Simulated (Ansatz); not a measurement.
Relaxation of GaH$_{6}$NOSi (10 atoms, charge 0, multiplicity 1), to a largest force component of 0.015 eV/Å in at most 40 steps.

These are results of RKS B3LYP/def2-SVP (Ansatz), not measurements.

```xyz
10
Properties=species:S:1:pos:R:3
N -1.606 -0.539 -0.862
Si 0.056 -0.031 -0.810
O 0.610 -0.754 0.684
Ga 1.131 1.319 0.833
H -2.081 -0.524 -1.750
H -2.230 -0.199 -0.144
H 0.627 -0.898 -1.864
H 0.447 -1.686 0.871
H 0.336 1.892 2.091
H 2.710 1.420 0.950
```

Question: Where does it end, and by what steps?

Answer: The forces met the threshold. After 15 steps the energy has fallen by 0.469 eV; H8 moved furthest, 1.00 Å. Parted: O3–Ga4.

| step | energy less start (eV) | largest force component (eV/Å) | accepted |
| --- | --- | --- | --- |
| 0 | 0.0000 | 0.628 | yes |
| 1 | -0.1719 | 0.524 | yes |
| 2 | -0.2279 | 0.380 | yes |
| 3 | -0.2754 | 0.637 | yes |
| 4 | -0.3024 | 0.504 | yes |
| 5 | -0.3362 | 0.367 | yes |
| 6 | -0.3800 | 0.420 | yes |
| 7 | -0.4138 | 0.756 | yes |
| 8 | -0.4250 | 1.054 | yes |
| 9 | -0.4320 | 1.297 | yes |
| 10 | -0.4559 | 0.590 | yes |
| 11 | -0.4488 | 0.313 | no |
| 12 | -0.4649 | 0.144 | yes |
| 13 | -0.4670 | 0.076 | yes |
| 14 | -0.4682 | 0.061 | yes |
| 15 | -0.4686 | 0.006 | yes |

```xyz
10
Properties=species:S:1:pos:R:3
N -1.457 -0.087 -0.797
Si 0.190 -0.414 -0.362
O 0.452 -1.665 0.740
Ga 1.068 1.497 0.823
H -1.924 -0.573 -1.558
H -2.127 0.247 -0.110
H 0.833 -0.768 -1.667
H 0.283 -2.567 0.439
H 0.194 2.195 1.946
H 2.488 2.136 0.546
```

Whether the end is a true minimum wasn't checked by a vibrational analysis.

The run took 63 s on 2 threads of Intel(R) Xeon(R) Platinum 8259CL CPU @ 2.50GHz (Skylake/Cascade Lake), with other jobs on the host, peak memory 0.27 GiB.
